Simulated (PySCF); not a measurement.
# C₆ coefficients of unlike pairs at PBE

Calculated with PySCF 2.14 from the dipole response of each species, C₆(A,B) = (3/π) ∫ α_A(iu) α_B(iu) du, in atomic units, from isotropic polarisabilities. For ions this is the dispersion term alone; charge-induced terms of lower order in 1/R come first.

```
species      configuration                                                                        basis      relativity  α (bohr³)  C₆ (like pair)
   Ne³⁺  [He] 2s2 2p3 (4S)                                                      dyall-acv3z (15s9p4d2f)   spin-free X2C     0.6883          0.6094
     C⁺  [He] 2s2 2p1 (2P)  aug-cc-pVTZ with one added diffuse shell each of s, p, d, f type (6s5p4d3f)            none      6.110           14.75
   Ag²⁺      [Kr] 4d9 (2D)                                      aug-cc-pVDZ-PP with ECP28MDF (5s5p4d2f)  core potential      5.808           29.47
   Ni³⁺      [Ar] 3d7 (4F)                                                    def2-QZVPPD (11s6p5d4f2g)            none      1.729           4.056
```

Task: Estimate C₆ for Ni³⁺ with Ne³⁺.

Result: The integral gives 1.572. The combination rule 2 C_A C_B / (C_A α_B/α_A + C_B α_A/α_B) gives 1.572 and the geometric mean 1.572.

No spin-orbit coupling is included.

The other pairs:

```tsv
pair	C₆
Ni³⁺, Ag²⁺	10.72
C⁺, Ne³⁺	2.555
Ag²⁺, C⁺	19.28
Ni³⁺, C⁺	6.540
Ag²⁺, Ne³⁺	4.164
```
